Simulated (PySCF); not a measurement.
**Selenium: a sound run and one with changed settings**

Sound run: Se⁺ [Ar] 3d10 4s2 4p3, Se²⁺ [Ar] 3d10 4s2 4p2. Calculation: PySCF 2.14, in Sapporo-DKH3-DZP-2012; the spin-free X2C one-electron Hamiltonian (Gaussian nucleus). In the sound run the correlated levels freeze [Ar] 3d10. The sound run starts from symmetry-adapted Hartree-Fock orbitals and uses a fine grid where one is needed.

Changed run: the non-relativistic Hamiltonian (point nucleus). This setting is unsound on purpose.

| species | method | sound run (hartree) | changed run (hartree) | converged |
| --- | --- | --- | --- | --- |
| Se⁺ | UHF | -2427.69846 | -2381.86213 | yes |
| Se⁺ | MN15 | -2431.01412 | -2385.30604 | yes |
| Se⁺ | TPSS | -2429.34096 | -2383.53419 | yes |
| Se⁺ | MP2 | -2427.75699 | -2381.92166 | yes |
| Se⁺ | CCSD(T) | -2427.77246 | -2381.93799 | yes |
| Se²⁺ | UHF | -2426.93063 | -2381.09330 | yes |
| Se²⁺ | MN15 | -2430.22478 | -2384.51523 | yes |
| Se²⁺ | TPSS | -2428.55373 | -2382.74530 | yes |
| Se²⁺ | MP2 | -2426.97497 | -2381.13862 | yes |
| Se²⁺ | CCSD(T) | -2426.99186 | -2381.15683 | yes |

Ionisation energy of Se⁺:

| method | sound run (eV) | changed run (eV) |
| --- | --- | --- |
| UHF | 20.894 | 20.921 |
| MN15 | 21.479 | 21.519 |
| TPSS | 21.422 | 21.467 |
| MP2 | 21.280 | 21.307 |
| SCS-MP2 | 21.154 | 21.181 |
| CCSD | 21.236 | 21.252 |
| CCSD(T) | 21.241 | 21.257 |

Most of the change in total energy is the relativistic energy itself. On top of that the contraction fixes the core shape for the Hamiltonian it was made with, so the changed run is not a good calculation with the other Hamiltonian either.

For comparison, NIST gives 21.196 ± 0.01 eV between the lowest levels.
